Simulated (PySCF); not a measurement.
# H$_{3}$Ga, SMILES `[GaH3]` (charge 0, multiplicity 1)

Calculation: PBE-D3(BJ)/def2-TZVP (PySCF 2.14.0).

The HOMO comes out as -7.34 eV. The dipole moment is 0.000 e·Å and the LUMO is -2.65 eV. The HOMO–LUMO gap is 4.68 eV and the total energy is -1926.3172 Ha. The cost comes out as around 50 core-seconds (rough).

```xyz
4

Ga     0.0000     0.0000     0.1402
H      1.5767    -0.0216     0.1138
H     -0.7831     1.2044    -0.5105
H     -0.7936    -1.1827     0.8176
```
Charge 0, spin multiplicity 1.
